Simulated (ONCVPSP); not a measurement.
**C (Z = 6): ONCV pseudisation with PBEsol, scalar-relativistic reference atom.**

ONCVPSP 4.0.1 input, shortened (lines: element, Z, core and valence counts, functional; n l f; lmax; l rc ep ncon nbas qcut; lloc lpopt rc5 dvloc0; l nproj debl; icmod fcfact rcfact), PBEsol, scalar-relativistic:

```
  C 6.00    1    2  -116133      upf
    1    0    2.00
    2    0    2.00
    2    1    0.50
    2
    0    1.10    0.00    4    8    4.90
    1    1.30    0.00    4    8    5.80
    2    1.00    0.17    4    8    9.30
    4    4    0.80    0.00
    0    2    0.80
    1    2    3.20
    2    2    2.30
    0    0.00    0.00
```

In the s channel the program set the typed energies aside and used -1.199, 0.250 Ha.

(1) Estimate the cutoffs (Ha) at which the residual kinetic energy of the hardest occupied pseudo-wave falls to 1 and 0.1 mHa per electron.

(2) What does a ghost test show?

(3) Tests: 2s2 2p2; 2s2 2p1; 2s2 2p0; 2s0 2p4. Which has the largest error in its energy relative to the reference configuration, and how large is it?

Results:

(1) 67 Ha and 136 Ha.

(2) No bound ghost flagged; no localised positive-energy state flagged.

(3) 2s0 2p4, with +195 meV (all-electron minus pseudo) on -4.09 eV.
